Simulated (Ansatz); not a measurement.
`O[SiH2]S[SiH3]`: the same geometry under several functionals.

```yaml
crystal:
  periodic: [false, false, false]
  atoms:
    - {symbol: O, position_ang: [0.676263, 0.747714, -1.677421]}
    - {symbol: Si, position_ang: [1.193088, 0.860620, -0.122154]}
    - {symbol: S, position_ang: [-0.409400, 0.797010, 1.283585]}
    - {symbol: Si, position_ang: [-1.257293, -1.073660, 0.675734]}
    - {symbol: H, position_ang: [0.020637, 1.382688, -1.971827]}
    - {symbol: H, position_ang: [2.103076, -0.291181, 0.051385]}
    - {symbol: H, position_ang: [1.873548, 2.148902, 0.161091]}
    - {symbol: H, position_ang: [-2.033238, -1.584228, 1.831722]}
    - {symbol: H, position_ang: [-2.164176, -0.900016, -0.485769]}
    - {symbol: H, position_ang: [-0.177406, -2.027447, 0.317052]}
basis:
  gaussian: {orbitals: def2-TZVPP}
hamiltonian: {xc: {name: wB97M-V}}
output: {forces: true, orbitals: {seedname: orbitals}}
```

```sh
$ ansatz run in.yaml --threads 2 --pin off --events-out ev --progress --plain
```

Shortened log:

```
Functional definition: wB97M-V
1378 factors; their error is unknown
302 factors; integrals over basis functions are off by at most 1.1e-5 eV
mean field evaluation 1: about -28733.6282 eV, gradient 4.6e1 eV
mean field evaluation 2: about -28732.7184 eV, gradient 5.4e1 eV
mean field evaluation 4: about -28737.2201 eV, gradient 1.5e0 eV
mean field evaluation 8: about -28737.2461 eV, gradient 2.1e-1 eV
mean field evaluation 16: about -28737.2462 eV, gradient 5.6e-5 eV
mean field -28737.24615691 eV, -1056.0743174614 hartree, gradient 5.6e-5 eV, S^2 0.000000; 0 other end points of the search recorded, 0 dependent functions left out
reference -28737.24621141 eV, -1056.0743194643 hartree; 29, 29 occupied and 212, 212 virtual orbitals, 1378 factors
Total energy: -28737.24621141 eV, -1056.0743194643 hartree
Atom 0 at     0.676263     0.747714    -1.677421 Å, force    -0.076163     0.025217    -0.072949 eV/Å
Atom 1 at     1.193088     0.860620    -0.122154 Å, force     0.256626     0.020132     0.157830 eV/Å
Atom 2 at    -0.409400     0.797010     1.283585 Å, force    -0.002589     0.014019     0.000172 eV/Å
Atom 3 at    -1.257293    -1.073660     0.675734 Å, force    -0.090929    -0.167024    -0.041619 eV/Å
Atom 4 at     0.020637     1.382688    -1.971827 Å, force     0.015966    -0.027667    -0.013998 eV/Å
Atom 5 at     2.103076    -0.291181     0.051385 Å, force    -0.112269     0.135126    -0.019050 eV/Å
Atom 6 at     1.873548     2.148902     0.161091 Å, force    -0.078952    -0.157472    -0.041311 eV/Å
Atom 7 at    -2.033238    -1.584228     1.831722 Å, force     0.095732     0.059014    -0.145104 eV/Å
Atom 8 at    -2.164176    -0.900016    -0.485769 Å, force     0.112623    -0.019391     0.137421 eV/Å
Atom 9 at    -0.177406    -2.027447     0.317052 Å, force    -0.120044     0.118046     0.038608 eV/Å
Dipole moment:    -0.114446     0.080176    -0.131724 e Å
```

Run time 23 s (2 threads of a server CPU on a shared host); peak host memory 0.87 GiB.

With the line `hamiltonian: {xc: pbe, dispersion: d4}` (abridged; 4.4 s):

```
Functional definition: PBE
mean field evaluation 16: about -28724.5385 eV, gradient 2.5e-4 eV
mean field -28724.53853625 eV, -1055.6073210156 hartree, gradient 4.1e-5 eV, S^2 0.000000
Total energy: -28724.79734044 eV, -1055.6168318942 hartree
Atom 0 force     0.167857    -0.352791    -0.384892 eV/Å
Atom 1 force     0.110868     0.040169     0.285650 eV/Å
Atom 2 force    -0.087250     0.192630     0.251645 eV/Å
Atom 3 force     0.001017    -0.019538    -0.023183 eV/Å
Atom 4 force    -0.306171     0.295209    -0.142684 eV/Å
Atom 5 force     0.108028    -0.135793     0.001582 eV/Å
Atom 6 force     0.085486     0.149208     0.056611 eV/Å
Atom 7 force    -0.086070    -0.058621     0.122397 eV/Å
Atom 8 force    -0.103585     0.003910    -0.125947 eV/Å
Atom 9 force     0.109821    -0.114384    -0.041178 eV/Å
Dipole moment:    -0.112307     0.078598    -0.137347 e Å
```

With the line `hamiltonian: {xc: {name: wB97X-V}}` and no forces (abridged; 15 s):

```
Functional definition: wB97X-V
mean field evaluation 16: about -28735.1144 eV, gradient 4.9e-5 eV
mean field -28735.11436524 eV, -1055.9959755626 hartree, gradient 4.9e-5 eV, S^2 0.000000
Total energy: -28735.11436300 eV, -1055.9959754802 hartree
```
